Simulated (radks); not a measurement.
Results of a calculation; reference values are marked as such.
Exchange energies: the exact (Fock) value of the Kohn-Sham orbitals and density-functional approximations, as 100 (|E| - |E exact|)/|E exact|, negative where the magnitude is too small. Species: Nb23+ [Ar]; N4+ [He] 2s1; Ge3+ [Ar] 3d10 4s1. Code: a radial shooting solver on a logarithmic mesh with Libxc functionals. Model: non-relativistic Kohn-Sham, exchange-only PBE, spin-polarised, spherical densities, point nucleus. Every spin shell is full or empty, so the densities are truly spherical. Functionals are evaluated on that one density, not self-consistently.

functional          Nb23+       N4+      Ge3+
exact (hartree)  -84.1929  -4.66343  -76.5739
LDA                 -6.64    -13.28     -5.71
B88                 +0.13     -0.32     +0.22
PBEsol              -2.92     -5.59     -2.50
revPBE              -0.11     +0.02     -0.06
AM05                -5.89    -10.38     -5.18
APBE                +0.55     +0.27     +0.60
Tao-Mo              -0.38     +0.49     -0.49
TASK                -2.71     -1.60     -2.43
MVS                 -0.15     -0.27     +0.11
